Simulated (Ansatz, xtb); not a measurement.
C3H5FO3S: which of two isomers lies lower

Structure I is `C[C@@]1(F)CO[S@@](=O)O1`, a singlet and structure II is `C[C@@H]1O[S@@](=O)O[C@@H]1F`, a singlet. Both are isolated molecules in the gas phase, relaxed with B3LYP/def2-SVP; the shapes shown needn't be the lowest conformers.

I (Å):

```yaml
atoms:
  - { symbol: C, position_ang: [-0.1651, -1.3480, -0.6711] }
  - { symbol: C, position_ang: [0.9090, -0.3374, -1.0116] }
  - { symbol: C, position_ang: [2.2096, -0.4341, -0.2043] }
  - { symbol: F, position_ang: [0.3889, 0.9334, -0.8337] }
  - { symbol: O, position_ang: [3.2030, 0.1758, -1.0235] }
  - { symbol: O, position_ang: [3.5315, -1.5020, -2.9495] }
  - { symbol: O, position_ang: [1.2876, -0.4693, -2.3541] }
  - { symbol: S, position_ang: [2.9590, -0.1911, -2.6480] }
  - { symbol: H, position_ang: [0.1974, -2.3695, -0.8498] }
  - { symbol: H, position_ang: [-1.0420, -1.1633, -1.3071] }
  - { symbol: H, position_ang: [-0.4640, -1.2407, 0.3823] }
  - { symbol: H, position_ang: [2.1390, 0.1415, 0.7278] }
  - { symbol: H, position_ang: [2.4666, -1.4845, 0.0125] }
```

II (Å):

```xyz
13

C    -0.8124    2.3019    1.3775
C    -0.5938    0.8735    0.9293
C     0.8677    0.4685    0.6879
F     1.6978    1.1014    1.5824
O    -1.0186   -0.0220    1.9763
O    -1.1891   -2.3028    0.8033
O     0.9410   -0.9044    0.8679
S    -0.3867   -1.5575    1.7712
H    -0.2395    2.5043    2.2924
H    -0.4841    2.9993    0.5910
H    -1.8800    2.4766    1.5722
H    -1.1684    0.6496    0.0126
H     1.2231    0.7116   -0.3272
```

Quicker runs give these differences E(II) − E(I): GFN2-xTB +1.94 kcal/mol; HF/STO-3G +2.94 kcal/mol (at GFN2-xTB geometries); r2SCAN-D4/def2-SVP +2.43 kcal/mol (at GFN2-xTB geometries).

Task: Estimate E(II) − E(I) at the level CCSD(T)/def2-SVP + ΔMP2/def2-TZVPP.

Result: Too close to call at this level: CCSD(T)/def2-SVP + ΔMP2/def2-TZVPP gives E(II) − E(I) = +1.78 kcal/mol.

The same difference at several levels:

```csv
level,geometry,E(II) − E(I) (kcal/mol),departure from the last row (kcal/mol),"job, with rough time for the two"
GFN2-xTB,GFN2-xTB,+1.94,+0.16,"optimisation, 0.48 s"
HF/STO-3G,GFN2-xTB,+2.94,+1.16,"single point, 0.44 s"
r2SCAN-D4/def2-SVP,GFN2-xTB,+2.43,+0.65,"single point, 4.5 s"
B3LYP/def2-SVP,B3LYP/def2-SVP,+1.44,−0.34,"optimisation, 71 s"
HF/def2-SVP,B3LYP/def2-SVP,+1.87,+0.10,part of the CCSD(T) run
MP2/def2-SVP,B3LYP/def2-SVP,+1.62,−0.16,part of the CCSD(T) run
CCSD(T)/def2-SVP,B3LYP/def2-SVP,+1.70,−0.08,single point
CCSD(T)/def2-SVP + ΔMP2/def2-TZVPP,B3LYP/def2-SVP,+1.78,,"single point, 1.7 min"
```

As drawn, both hold the same kinds of bond in the same numbers.

The largest departure from CCSD(T)/def2-SVP + ΔMP2/def2-TZVPP is that of HF/STO-3G, 1.16 kcal/mol. The last row adds to CCSD(T) the change of the MP2 difference between the two basis sets, here +0.08 kcal/mol.

With thermal terms from frequencies at re-optimised GFN2-xTB minima (ideal gas, soft modes damped towards free rotors, one conformer each, 298.15 K, 1 atm): the zero-point term adds +0.45 kcal/mol; ΔH is +2.15 and ΔG +2.26 kcal/mol.

The correlated steps freeze 12 core orbitals. Programs: Ansatz 0.2.0, xtb 6.7.1; the last row on 4 threads of Arm Neoverse V1 on a shared host.
